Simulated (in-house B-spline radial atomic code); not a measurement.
Configurations of Sc⁴⁺, with energies counted from [Ne] 3s2 3p5. Method: scalar-relativistic (X2C) BLYP, spin-polarised, spherical fractional occupations, Fermi nucleus of rms radius 3.5459 fm. Calculated with a radial B-spline atomic code at the basis-set limit. Shells without spins written out take the highest spin.

Occupations are held fixed; configurations that lie above the ionisation limit could autoionise.

```json
{"configuration": "[Ne] 3s2 3p4 4s1", "E - E(ref) (eV)": "47.457", "highest orbital": "4s up", "its <r> (bohr)": "2.385"}
{"configuration": "[Ne] 3s1 3p5 4f1", "E - E(ref) (eV)": "91.618", "highest orbital": "4f up", "its <r> (bohr)": "3.255"}
{"configuration": "[He] 2s2 2p(3 up, 2 down) 3s2 3p6", "E - E(ref) (eV)": "374.87", "highest orbital": "3p down", "its <r> (bohr)": "1.047"}
{"configuration": "[He] 2s2 2p(3 up, 2 down) 3s2 3p(3 up, 2 down) 4p(0 up, 1 down)", "E - E(ref) (eV)": "433.86", "highest orbital": "4p down", "its <r> (bohr)": "2.556"}
{"configuration": "[He] 2s2 2p5 3s2 3p5 4d1", "E - E(ref) (eV)": "442.83", "highest orbital": "4d up", "its <r> (bohr)": "2.939"}
{"configuration": "[He] 2s2 2p(2 up, 3 down) 3s2 3p(3 up, 2 down) 4d(0 up, 1 down)", "E - E(ref) (eV)": "443.48", "highest orbital": "4d down", "its <r> (bohr)": "2.953"}
```

Task: Order these further configurations by energy, lowest first.
A. [Ne] 3s2 3p4 3d1
B. [Ne] 3s(1 up, 0 down) 3p(3 up, 2 down) 4p(1 up, 0 down)
C. [He] 2s2 2p5 3s2 3p5 4s1
D. [Ne] 3s2 3p4 4p1
E. [Ne] 3s2 3p4 4f1

Result: A (30.534 eV), D (53.816 eV), E (69.157 eV), B (76.229 eV), C (427.2 eV).

Task: How far above the reference does [Ne] 3s1 3p5 4d1 lie?

Result: 85.411 eV; its least bound orbital is 4d up with <r> = 3.03 bohr.
